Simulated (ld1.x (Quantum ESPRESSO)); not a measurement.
# Reading a pseudo-wave (beryllium)

Columns: radius, all-electron u(r) and pseudo u(r) of the 1s shell (level -106.24 eV) of beryllium in the configuration 1s2 2s1 2p1; LDA (PZ), scalar-relativistic, TM scheme, ld1.x (Quantum ESPRESSO) 7.5.

```
r (bohr)  all-electron  pseudo
   0.210        1.3441  1.3841
   0.420        1.2397  1.2414
   0.630        0.8862  0.8862
   0.840        0.5756  0.5756
   1.050        0.3566  0.3566
   1.260        0.2150  0.2150
   1.470        0.1274  0.1274
   1.680        0.0746  0.0746
   1.890        0.0433  0.0433
   2.100        0.0250  0.0250
   2.310        0.0143  0.0143
   2.520        0.0082  0.0082
   2.730        0.0047  0.0047
   2.940        0.0026  0.0026
   3.150        0.0015  0.0015
   3.360        0.0008  0.0008
   3.570        0.0005  0.0005
   3.780        0.0003  0.0003
   3.990        0.0002  0.0002
   4.200        0.0001  0.0001
   4.410        0.0000  0.0000
   4.620        0.0000  0.0000
   4.830        0.0000  0.0000
   5.040        0.0000  0.0000
   5.250        0.0000  0.0000
   5.460        0.0000  0.0000
```

Problem. How many radial nodes do the two functions have?

Solution. The all-electron 1s function has n − l − 1 = 0; the pseudo-wave has 0.

Problem. At about which radius was the pseudo-wave matched?

Solution. 0.50 bohr, where the columns begin to agree (steps of 0.21 bohr).

Problem. Is the pseudo-wave norm-conserving?

Solution. Yes: the TM scheme keeps the norm inside the radius equal to the all-electron one, which fixes the energy derivative of the logarithmic derivative at the level.
